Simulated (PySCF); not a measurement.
Al(OMe)2(SH), SMILES C[O][Al]([O]C)[SH] (C₂H₇AlO₂S), B3LYP/def2-SVP optimised geometry.

```
13

Al    -0.23    -0.07     0.00
O      1.46    -0.07     0.00
C      2.53     0.82     0.00
H      3.17     0.67     0.89
H      3.17     0.67    -0.89
H      2.21     1.88     0.00
O     -1.09     1.38     0.00
C     -2.36     1.95     0.00
H     -3.17     1.20     0.13
H     -2.46     2.69     0.81
H     -2.56     2.48    -0.95
S     -1.24    -2.01     0.00
H     -0.07    -2.69     0.02
```

Density from B3LYP/def2-TZVP in PySCF at that geometry.

Minimum of the electron density along straight lines between bonded atoms, close to the bond critical point (lines longer than 1.1 times the sum of covalent radii, or with two minima, are not listed):

| bond | length / Å | ρ at the minimum / e bohr⁻³ | ∇²ρ there / e bohr⁻⁵ | position (fraction from the first atom) |
|---|---|---|---|---|
| Al1–O2 | 1.689 | 0.109 | 0.81 | 0.43 |
| O2–C3 | 1.398 | 0.262 | -0.54 | 0.65 |
| C3–H4 | 1.106 | 0.278 | -0.96 | 0.64 |
| C3–H5 | 1.106 | 0.278 | -0.96 | 0.64 |
| C3–H6 | 1.106 | 0.277 | -0.96 | 0.64 |
| Al1–O7 | 1.688 | 0.108 | 0.81 | 0.43 |
| O7–C8 | 1.395 | 0.263 | -0.52 | 0.65 |
| C8–H9 | 1.107 | 0.277 | -0.95 | 0.64 |
| C8–H10 | 1.105 | 0.278 | -0.96 | 0.65 |
| C8–H11 | 1.106 | 0.278 | -0.96 | 0.65 |
| Al1–S12 | 2.186 | 0.073 | 0.20 | 0.37 |
| S12–H13 | 1.354 | 0.208 | -0.57 | 0.64 |
